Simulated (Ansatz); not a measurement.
Cost and result for the atomization energy of `B[CH2][Zn][GaH2]` (10 atoms, 9 bonds).

| atom | x (Å) | y (Å) | z (Å) |
| --- | --- | --- | --- |
| B1 | 0.940 | -1.750 | -0.545 |
| C2 | -0.315 | -1.639 | 0.259 |
| Zn3 | -0.309 | 0.387 | 0.180 |
| Ga4 | -0.505 | 2.827 | 0.228 |
| H5 | 2.019 | -1.707 | -0.013 |
| H6 | 0.903 | -1.775 | -1.747 |
| H7 | -0.301 | -1.811 | 1.338 |
| H8 | -1.284 | -1.869 | -0.191 |
| H9 | -0.567 | 3.642 | 1.579 |
| H10 | -0.580 | 3.695 | -1.089 |

Total charge 0; spin multiplicity 1. For Zn the d shell is correlated and the shells below it are frozen. Correlated methods include outer-core shells of Ga, which these sets cover unevenly. Scalar relativity is left out up to krypton. The geometry is a stationary point of PBE0-D4/def2-TZVP. It is one conformer, not always the lowest. Program: Ansatz. All runs use 4 threads of an Arm Neoverse V2 on a shared host. Times are those of one run each, without the atoms' runs, and a repeat can differ threefold. Electronic energies, without spin–orbit coupling; frozen cores. CCSD(T)/CBS adds CCSD(T) − MP2 in def2-TZVPP to the MP2 limit, and its time is that of the two runs behind it. T1 = 0.014. With those shells the extrapolation isn't a true limit. B3LYP takes the VWN-RPA correlation (the form of Gaussian; ORCA's B3LYP/G).

CCSD(T)/CBS is a level of theory with its own doubt, some kJ/mol a heavy atom from the limit and from the frozen cores, so smaller differences don't rank the functionals.

| level | functions | wall time |
| --- | --- | --- |
| LDA (SPW92)/def2-TZVPP | 258 | 1.5 s |
| BLYP-D4/def2-TZVPP | 258 | 2.5 s |
| BHLYP-D4/def2-TZVPP | 258 | 4.1 s |
| B3LYP-D4/def2-TZVPP (with forces) | 258 | 6 s |
| r2SCANh-D4/def2-TZVPP | 258 | 6 s |
| PBE-QIDH/def2-TZVPP | 258 | 7 s |
| CCSD(T)/def2-SVP | 121 | 9.5 s |
| ωB97X-V/def2-TZVPP | 258 | 9.5 s |
| B97M-V/def2-TZVPP | 258 | 11 s |
| ωB97M-V/def2-TZVPP (with forces) | 258 | 15 s |
| MP2/def2-QZVPP | 483 | 23 s |
| CCSD(T)/def2-TZVPP | 258 | 3.6 min |
| CCSD(T)/CBS(def2) | – | 4 min |

Task: What atomization energy does each give, and how far from CCSD(T)/CBS? (Estimate.)

Result: The calculation gave: 
```csv
level,atomization (kJ/mol),difference from CCSD(T)/CBS,per bond
LDA (SPW92)/def2-TZVPP,3231.7,367.4,40.8
BLYP-D4/def2-TZVPP,2816.1,-48.2,-5.4
BHLYP-D4/def2-TZVPP,2823.5,-40.8,-4.5
B3LYP-D4/def2-TZVPP (with forces),2854.5,-9.8,-1.1
r2SCANh-D4/def2-TZVPP,2896.7,32.4,3.6
PBE-QIDH/def2-TZVPP,2881.1,16.8,1.9
CCSD(T)/def2-SVP,2749.1,-115.2,-12.8
ωB97X-V/def2-TZVPP,2890.3,26.0,2.9
B97M-V/def2-TZVPP,2888.6,24.3,2.7
ωB97M-V/def2-TZVPP (with forces),2876.5,12.2,1.4
MP2/def2-QZVPP,2869.0,4.7,0.5
CCSD(T)/def2-TZVPP,2816.8,-47.5,-5.3
CCSD(T)/CBS(def2),2864.3,0.0,0.0
```

Leaving LDA and LC-ωPBE aside and taking each functional with its dispersion term where it has one, the values, not all of them listed here, spread over 89.8 kJ/mol, from BLYP-D4 to r2SCAN-D4. LDA lies +365.7 kJ/mol from PBE without D4, its usual overbinding. In def2-TZVPP, CCSD(T) changes the Hartree–Fock value by +621.8 kJ/mol (the triples alone add +32.0 kJ/mol) and MP2 by +645.4 kJ/mol; breaking electron pairs costs correlation energy, which Hartree–Fock lacks. The D4 term adds +28.6 kJ/mol with B3LYP and +15.0 kJ/mol with PBE0; it sums over pairs of atoms, weighted by their polarisabilities, and B3LYP, whose exchange is more repulsive, gets the larger term.
